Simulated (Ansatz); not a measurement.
A series at Si: from `C[Si](C)(C)P`, ligands are replaced one by one, each step taking up H₂ and setting free CH₄; n counts the steps. Ansatz, PBE0-D4/def2-TZVP geometries. Each molecule was computed in one conformer, which needn't be the lowest.

CBS adds triple-zeta CCSD(T) − MP2 to the MP2 limit, frozen cores; atoms without spin–orbit coupling. 

```tsv
n	molecule	atomization energy, CCSD(T)/CBS (kJ/mol)
0	`C[Si](C)(C)P`	5740.2
1	`C[SiH](C)P`	4464.1
2	`C[SiH2]P`	?
3	`[SiH3]P`	1914.9
```

Question: By hand: fit a straight line y = ȳ + b (n − n̄) to the 3 given rows and predict n = 2.

Answer: n̄ = 1.333, ȳ = 4039.73; Σ(n − n̄)(y − ȳ) = -5950.13, Σ(n − n̄)² = 4.667, so b = -1274.94 kJ/mol a step. Prediction: 4039.73 + (-1274.94) × (0.667) = 3189.3 kJ/mol.

Question: By hand: compare with the computed value, 3188.4 kJ/mol, and give the steps along the whole series.

Answer: The line misses by -0.9 kJ/mol (computed minus predicted). Steps: -1276.1, -1275.7, -1273.5 kJ/mol.

The steps differ by at most 2.6 kJ/mol, 0.2 % of a mean step, so the ligands' effects nearly add and a line is close. The miss is 0.0 % of the series' range. The energies themselves are unsure by some kJ/mol a bond, though much of that is common to the series.
